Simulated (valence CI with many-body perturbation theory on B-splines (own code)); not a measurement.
## Questions on Sm57+

Computed by configuration interaction combined with many-body perturbation theory (CI+MBPT): three valence electrons over a frozen Dirac-Fock core [He], radial functions for each j: 9 s, 9 p, 8 d, 6 f, 3 g, 1 h, with the one-electron correlation potential Σ1 (screened to all orders), the two-electron term Σ2, the three-electron term Σ3, Breit, model QED; selected single and double excitations, second order for the rest, scaled by the run's own slope (own B-spline code, finite nucleus).

The last digits are not significant, and no measured levels were compared; by estimate large intervals hold to a few tenths of a per cent, small ones and those within an open d or f shell to about a per cent.

Levels are named by their leading jj configuration (3d3/2^4 stands for four electrons in 3d with j = 3/2), which in mixed levels can hold well under half, so a name can repeat and another be missing.

Rates and lifetimes use the calculated energies. Strong lines usually hold to 10 to 20 %, long lifetimes can be off by a factor of two.

Question: What is the ground level?

Answer: (2s^2 2p1/2) J=1/2, composition 100 % 2s²2p ²P°, g = 0.632.

Question: What is the ionisation energy?

Answer: 12582 eV; NIST lists 12588 ± 6 eV (theoretical).

Question: How well does LS coupling describe the low levels?

Answer: Among the lowest 20 levels the leading LS term, summed over configurations, holds 76 % on average. For single configurations the figures are 76 % in LS and 99 % in jj coupling. Terms mix most in the J = 3/2 level at 1109.0 eV, where the leading one holds 48 %.

Question: Where does the other parity begin?

Answer: At (2s 2p1/2^2) J=1/2, 202.4 eV.

Question: Name the longest-lived excited levels whose lifetime is computed, and their main decay.

Answer: (2s^2 2p3/2) J=3/2 at 659.5 eV lives 194 ps, mostly by E1 to (2s 2p1/2^2) J=1/2; (2s 2p1/2 2p3/2) J=5/2 at 836.8 eV lives 174 ps, mostly by E1 to (2s^2 2p3/2) J=3/2; (2s 2p1/2^2) J=1/2 at 202.4 eV lives 67.8 ps, mostly by E1 to (2s^2 2p1/2) J=1/2.

Question: What are the static dipole polarisabilities of the lowest levels?

Answer: (2s^2 2p1/2) J=1/2 0.000360 bohr³, of which the core gives 4.97e-07.

Question: Among levels below 7808.5 eV, which E1 lines absorb most strongly from the ground level?

Answer: to (2s^2 3d3/2) J=3/2 at 0.1678 nm, f = 0.558; to (2s 2p1/2 3p1/2) J=3/2 at 0.1701 nm, f = 0.222; to (2s 2p1/2 3p3/2) J=3/2 at 0.1653 nm, f = 0.170.
